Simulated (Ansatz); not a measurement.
Input file for Ansatz (a first-principles code): R-RI-MP2/aug-cc-pVQZ on CH6Ge (SMILES [CH3][GeH3]). Files ending in .json are basis or fitting sets from the Basis Set Exchange. The run froze 15 orbitals, filled d shells among them.

Ansatz 0.2 input:
```yaml
crystal:
  periodic: [false, false, false]
  atoms:
    - {symbol: C, position_ang: [-0.25341318, 1.63083710, 0.35151952]}
    - {symbol: Ge, position_ang: [0.36107738, -0.22090226, 0.16455308]}
    - {symbol: H, position_ang: [-0.69388115, 1.75868986, 1.33881518]}
    - {symbol: H, position_ang: [-0.99972265, 1.85843719, -0.40893760]}
    - {symbol: H, position_ang: [0.58377618, 2.31873543, 0.23758930]}
    - {symbol: H, position_ang: [1.41222320, -0.56167803, 1.24248981]}
    - {symbol: H, position_ang: [0.99942652, -0.46636205, -1.21691306]}
    - {symbol: H, position_ang: [-0.81507315, -1.20792001, 0.32634282]}
basis:
  gaussian:
    orbitals: aug-cc-pVQZ
    fitting: {mean_field: def2-universal-JKFIT, correlation: aug-cc-pVQZ-RIFIT.json}
magnetization: {spin_polarized: false}
correlation: {method: mp2, electrons: outside_noble_gas}
scf: {lower_state_search: off}
```

It printed:

```
WARN ansatz: RAYON_NUM_THREADS=1 ignored (pool sized by the plan → 1); use --threads N
Functional definition: HF
these checks for a lower state are left out or cut short: stability, starts, cluster_reference, orbital_swaps, neighbouring_geometries, increment
integrals: 0.77 GiB planned
449 factors; integrals over basis functions are off by at most 6.0e0 eV
mean field: 1.13 GiB planned
mean field evaluation 1: about -57598.5367 eV, gradient 2.7e1 eV
mean field evaluation 2: about -57600.1992 eV, gradient 1.2e1 eV
mean field evaluation 4: about -57600.5731 eV, gradient 5.9e-1 eV
mean field -57600.57569831 eV, -2116.7821138403 hartree, gradient 1.6e-6 eV, S^2 0.000000; 0 other end points of the search recorded, 0 dependent functions left out
15 core orbitals not correlated
910 factors; their error is unknown
reference -57600.57569831 eV, -2116.7821138403 hartree; 7, 7 occupied and 427, 427 virtual orbitals, 910 factors
second order -9.14684683 eV of doubles, -0.00000000 eV of singles
Total energy: -57609.72254513 eV, -2117.1182542612 hartree
Checks for a lower state left out: stability, starts, cluster_reference, orbital_swaps, neighbouring_geometries, increment
```

The run converged.

Cost: very roughly 5 core-seconds.
